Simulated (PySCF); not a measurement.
These 3 structures share the formula C2H6BFN2. Level of theory: PBE0-D3(BJ)/def2-SVP geometry optimisation, gas phase in PySCF 2.14.0. Energies are electronic, without zero-point or thermal terms, for one conformer each. No frequencies were run at this level. Point groups hold within 0.08 Å.

**Question.** Order them by energy at this level, lowest first, and give relative energies in kcal/mol.
A. `[CH2:1]=[N:2][CH2:3][B:4]([NH2:5])[F:6]` with C1–N2–C3–B4 127°, N2–C3–B4–N5 8°
B. `[CH3:1][NH2+:2][B@H-:3]([F:4])[C:5]#[N:6]` with C1–N2–B3–F4 -177°
C. `C=C(F)B(N)N`

**Answer.** A (0.0), C (10.0), B (12.6).

```csv
SMILES,E (Eh),E rel (kcal/mol),dipole (D),point group,"A, B, C (MHz)"
C=NCB(N)F,-313.53061,0.0,1.47,C1,"7716, 2042, 1705"
C=C(F)B(N)N,-313.51464,10.0,2.47,C1,"4969, 3082, 1912"
C[NH2+][B@H-](F)C#N,-313.51046,12.6,7.25,C1,"3747, 3177, 1856"
```

**Question.** How do the relative energies change in single points at B97-2/pcSseg-2 (no added dispersion term) on the same geometries?

**Answer.** 
| SMILES | PBE0-D3(BJ)/def2-SVP (kcal/mol) | B97-2/pcSseg-2 (kcal/mol) | shift |
| --- | --- | --- | --- |
| C=NCB(N)F | 0.0 | 0.0 | 0.0 |
| C=C(F)B(N)N | 10.0 | 8.1 | -1.9 |
| C[NH2+][B@H-](F)C#N | 12.6 | 12.5 | -0.1 |

Each column counts from its own lowest isomer. The order is unchanged; the largest shift is 1.9 kcal/mol.
